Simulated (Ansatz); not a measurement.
The cluster CdF₂. Total charge 0; triplet. Geometry PBE-D4/def2-TZVP, that of the charge +1 doublet; atoms count from 1.

```xyz
3

Cd    0.001    0.000    0.000
F     0.264    1.444   -1.343
F    -0.265   -1.444    1.343
```

In the def2 sets Cd takes a core potential; there is no spin–orbit coupling. At PBE0-D4/def2-TZVP a singlet of charge 0 lies 5.07 eV below the triplet at the same geometry. The structure comes from a short search, and lower isomers may exist.

Estimate the Mulliken populations from the PBE0/def2-TZVP orbitals of Ansatz.


| atom | charge (e) | spin (α − β) | d electrons |
| --- | --- | --- | --- |
| Cd1 | 0.54 | 0.94 | 9.99 |
| F2 | -0.27 | 0.53 | – |
| F3 | -0.27 | 0.53 | – |
Mulliken values and Mayer orders depend strongly on the basis.

Where does the spin sit?

Summed by element: Cd 0.94, F 1.06, of 2 unpaired in all. Largest on single atoms: Cd1 0.94, F2 0.53, F3 0.53.

And the Mayer bond orders between bonded heavy atoms (over 0.3)?

Cd1–F2 0.36 (1.99 Å); Cd1–F3 0.36 (1.99 Å). Values over 0.3 also appear between atoms too far apart for a bond (F2–F3 0.43 at 3.98 Å); they arise where an orbital or an unpaired electron spreads over both atoms.
